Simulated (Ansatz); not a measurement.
Start from `C1=C[SiH2]O1` and change one atom or group to get `ClC1=CO[SiH2]1`.

Ansatz, PBE0-D4/def2-TZVP geometries, multiplicity 1. 

| property | `C1=C[SiH2]O1` |
| --- | --- |
| HOMO–LUMO gap (PBE/def2-TZVPP) / eV | 4.67 |
| size of the dipole moment (ωB97M-V/def2-TZVPP) / D | 1.16 |
| LUMO energy (PBE/def2-TZVPP) / eV | -1.15 |
| HOMO energy (B3LYP/def2-TZVPP) / eV | -6.80 |
| LUMO energy (PBE0/def2-TZVPP) / eV | -0.26 |
| size of the dipole moment (B3LYP/def2-TZVPP) / D | 1.15 |

(1) Give the same properties after the change, and the shifts. (Best estimate.)

Answers

(1) Computed: 
| property | `ClC1=CO[SiH2]1` | shift |
| --- | --- | --- |
| HOMO–LUMO gap (PBE/def2-TZVPP) / eV | 4.09 | -0.58 |
| size of the dipole moment (ωB97M-V/def2-TZVPP) / D | 0.66 | -0.50 |
| LUMO energy (PBE/def2-TZVPP) / eV | -1.51 | -0.36 |
| HOMO energy (B3LYP/def2-TZVPP) / eV | -6.57 | 0.23 |
| LUMO energy (PBE0/def2-TZVPP) / eV | -0.62 | -0.36 |
| size of the dipole moment (B3LYP/def2-TZVPP) / D | 0.71 | -0.44 |

With PBE0 the HOMO rises by 0.22 eV and the LUMO falls by 0.36 eV, so the gap narrows by about 0.58 eV. PBE moves the HOMO by 0.22 eV and ωB97M-V by 0.30 eV. Dipoles are sizes alone; their direction can turn.

B3LYP here is the variant with VWN-RPA as its local correlation; programs differ in this.
